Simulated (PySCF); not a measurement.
## Two-dimensional NMR puzzle

Compound of formula C₇H₈N₂Si. Correlations simulated from computed shifts and the bond graph:

HSQC (one-bond C–H):
```csv
δH,δC
8.09,140.5
7.94,140.0
7.82,137.1
7.78,135.0
```

COSY cross peaks (H two or three bonds apart, from the bond graph; peaks can be absent where the dihedral angle is near 90°):
```csv
δH,δH
8.09,7.78
7.94,7.82
7.82,7.78
```

HMBC (two and three bonds, from the bond graph):
```csv
δH,δC
8.09,"149.2, 137.1, 135.0, 126.9, 120.8"
7.94,"149.2, 137.1, 135.0, 120.8"
7.82,"149.2, 140.5, 140.0, 135.0"
7.78,"140.5, 140.0, 137.1, 120.8"
5.43,"149.2, 140.0, 120.8"
```

Carbons without hydrogens: δ 149.2, 126.9, 120.8.

No relativistic terms, rapidly exchanging positions averaged, gas phase, a single conformation. Geometry: GFN2-xTB; σ from GIAO-PBE0/pcSseg-1; PySCF.

Chemical shifts δ = σref − σ; ¹H (σref 31.72), ¹³C (σref 186.93) vs TMS, all at this level.

Exchangeable hydrogens are left out of these lists.

Assemble the structure.

## Answers

`c1cc(C#N)c([SiH2]N)cc1`.

Structure with atom numbers: `[N:1]#[C:2][c:3]1[cH:4][cH:5][cH:6][cH:7][c:8]1[SiH2:9][NH2:10]`. Each H is labelled by its parent atom.

1. δC 149.2 is C8, a substituted aromatic carbon.
2. δC 140.5 is C4, an aromatic CH (δH 8.09).
3. δC 140.0 is C7, an aromatic CH (δH 7.94).
4. δC 137.1 is C6, an aromatic CH (δH 7.82).
5. δC 135.0 is C5, an aromatic CH (δH 7.78).
6. δC 126.9 is C2, a nitrile carbon.
7. δC 120.8 is C3, a substituted aromatic carbon.
8. HMBC from δH 8.09 reaches the proton-free carbons C8, C2, C3.
9. HMBC from δH 7.94 reaches the proton-free carbons C8, C3.
10. HMBC from δH 7.82 reaches the proton-free carbon C8.
11. HMBC from δH 7.78 reaches the proton-free carbon C3.
12. COSY links 8.09–7.78, 7.94–7.82, 7.82–7.78.

The shifts were computed for this structure.

Exchangeable OH/NH protons stand at their gas-phase positions; hydrogen bonding in a real sample shifts them, mostly to higher δ. Shifts are as computed. Against solution values, carbons near 30 ppm lie about +3 ppm off and those near 130 ppm about +5 ppm. Of 1211 compounds with measured shifts, 218 miss one by over three times the rms of a fit or turn the order of signals round; such compounds aren't used in these exercises.
